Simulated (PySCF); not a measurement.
## Structure from NMR data

The spectra below were simulated for a compound C5H5F3OSi.

$^{1}$H NMR (500 MHz, computed): δ 7.74 (m, 1H), 7.06 (m, 1H), 4.60 (s, 3H).

$^{13}$C{$^{1}$H} NMR (computed): δ 157.9 (C), 151.8 (CH), 137.9 (C), 133.3 (C), 117.1 (CH).

[PySCF 2.14: coordinates at the GFN2-xTB level; shieldings: GIAO PBE0/pcSseg-1; single conformer; equivalent nuclei averaged; no solvent model; relativity neglected]

References, each an isolated molecule treated in the same way: $^{1}$H and $^{13}$C vs TMS.

**Question.** Propose a structure and justify it.

**Answer.** 
- The formula gives 3 degrees of unsaturation (1 ring in the answer).
- 5 carbon signals for 5 carbons: no two carbons are equivalent.
- Carbon types of the structure: 3 × C, 2 × CH, leaving 3 H on heteroatoms.
- δC 157.9: substituted aromatic carbon next to the ring oxygen.
- δC 151.8: aromatic CH next to the ring oxygen.
- δC 137.9: substituted aromatic carbon.
- δC 133.3: CF3 carbon; 3 electronegative neighbours deshield it.
- δC 117.1: aromatic CH.
- δH 7.74: hydrogen on an aromatic CH next to the ring oxygen; ring-current deshielding.
- δH 7.06: hydrogen on an aromatic CH; ring-current deshielding.

Structure: `FC(F)(F)c1ccoc1[SiH3]`.

The shifts were computed for this structure.

Splittings by $^{19}$F in the carbon and heteronuclear signals aren't shown, as no couplings were computed. Shifts are as computed. Against solution values, carbons near 30 ppm lie about +3 ppm off and those near 130 ppm about +5 ppm. Of 1211 compounds with measured shifts, 218 miss one by over three times the rms of a fit or turn the order of signals round; such compounds aren't used in these exercises. Multiplicities follow the n + 1 count of equivalent neighbours, as no J values were calculated; m marks all less simple cases, F and P coupling included.
